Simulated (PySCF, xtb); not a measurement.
selenium hexafluoride (F6Se), SMILES F[Se](F)(F)(F)(F)F.

xtb 6.7.1 with GFN2-xTB at its own geometry gives an orbital gap of 8.09 eV and a dipole moment of 0.00 D.

Geometry: B3LYP-D3(BJ)/def2-SVP.

What does PySCF with PBE/def2-TZVP give? (The exact figures need the calculation; the answer reports its results.)

gap 5.25 eV (levels -10.43 and -5.18 eV), dipole 0.00 D.
